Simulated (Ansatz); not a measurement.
Total energies of Cs₃H₄ from Ansatz at CCSD(T)/def2-TZVPP, gas phase (1 Eh = 27.2114 eV = 2625.5 kJ/mol). The reference geometry is relaxed at r2SCAN-D4/def2-TZVP.

```csv
atom,x (Å),y (Å),z (Å)
Cs1,2.6612,-0.7732,0.0176
Cs2,0.2836,2.9037,-0.6149
Cs3,-0.8903,-0.0715,1.9375
H4,-2.1704,-2.0488,-0.8653
H5,0.1125,0.0821,-0.8822
H6,-1.6264,-1.5460,-0.9956
H7,1.6299,1.4536,1.4029
```

```csv
state,geometry,energy (Eh)
charge 0 doublet,reference,-62.39535
charge 1 singlet,reference,-62.29789
free Cs atom (doublet),–,-20.01271
free H atom (doublet),–,-0.49981
```

In the def2 sets Cs takes a core potential; there is no spin–orbit coupling. Correlated methods freeze no core orbitals; core or outer-core shells of Cs are correlated, in sets that lack core-valence functions.

Question: Work out the vertical ionisation energy to the singlet.

Answer: E(charge 1 singlet) − E(charge 0 doublet) = -62.29789 − (-62.39535) = 0.09746 Eh = 2.65 eV.

Question: What is the binding energy per atom against free atoms?

Answer: Atoms: 3 × (-20.01271) + 4 × (-0.49981) = -62.03737 Eh. Binding: -62.03737 − (-62.39535) = 0.35798 Eh = 9.74 eV, or 1.39 eV for each of 7 atoms (no zero-point energy, no counterpoise term).

The structure comes from a short search, and lower isomers may exist.
